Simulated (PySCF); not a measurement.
An equivalent PySCF input for Al²⁺ (aluminium, charge +2), [Ne] 3s1, 2S determinant, with the spin-free X2C one-electron Hamiltonian (Gaussian nucleus):

```python
from pyscf import gto, scf, dft, mp, cc
import basis_set_exchange as bse
mol = gto.M(atom="Al 0 0 0", charge=2, spin=1, symmetry="D2h",
            basis=gto.basis.parse(bse.get_basis("x2c-TZVPPall", elements=["Al"], fmt="nwchem", augment_diffuse=1)),
            nucmod="G")
mf = dft.UKS(mol, xc="R2SCAN").sfx2c1e()
mf.irrep_nelec = {'Ag': (3, 2), 'B1u': (1, 1), 'B2u': (1, 1), 'B3u': (1, 1)}
mf.kernel()
```

It reaches the same state as the run whose output follows, with an energy that differs only through the grid. The run itself started from symmetry-adapted Hartree-Fock orbitals and held the occupation by maximum overlap, on a logarithmic radial grid, so the iterations belong to that start.

```
SCF conv_tol = 1e-09
number electrons alpha = 6  beta = 5
XC functionals = R2SCAN
    J. W. Furness, A. D. Kaplan, J. Ning, J. P. Perdew, and J. Sun.,  J. Phys. Chem. Lett. 11, 8208-8215 (2020)
    J. W. Furness, A. D. Kaplan, J. Ning, J. P. Perdew, and J. Sun.,  J. Phys. Chem. Lett. 11, 9248-9248 (2020)
    J. W. Furness, A. D. Kaplan, J. Ning, J. P. Perdew, and J. Sun.,  J. Phys. Chem. Lett. 11, 8208-8215 (2020)
    J. W. Furness, A. D. Kaplan, J. Ning, J. P. Perdew, and J. Sun.,  J. Phys. Chem. Lett. 11, 9248-9248 (2020)
cycle= 1 E= -241.866929325927  delta_E= -0.0027  |g|= 0.00572  |ddm|= 0.0761
cycle= 2 E= -241.866936609165  delta_E= -7.28e-06  |g|= 0.00252  |ddm|= 0.0167
cycle= 3 E= -241.866937354556  delta_E= -7.45e-07  |g|= 0.000304  |ddm|= 0.00123
cycle= 4 E= -241.866937376716  delta_E= -2.22e-08  |g|= 1.38e-05  |ddm|= 0.000859
cycle= 5 E= -241.866937376883  delta_E= -1.67e-10  |g|= 1.13e-06  |ddm|= 8.02e-05
converged SCF energy = -241.866937376883  <S^2> = 0.75007571  2S+1 = 2.0000757
```
